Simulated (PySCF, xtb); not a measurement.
borohydride (BH4), SMILES [BH4-], charge -1.

Harmonic wavenumbers (cm⁻¹) from GFN2-xTB in xtb 6.7.1 at its own minimum, in rising order: 1169, 1169, 1169, 1321, 1321, 2039, 2039, 2040, 2227.

**Question.** What does PBE-D3(BJ)/def2-TZVPD (PySCF) give at its own minimum? (The exact figures need the calculation; the answer reports its results.)

**Answer.** 1025, 1025, 1025, 1148, 1148, 2224, 2224, 2224, 2227. Paired by order, the mean absolute difference is 148 cm⁻¹ and the zero-point energies are 20.7 and 20.4 kcal/mol.
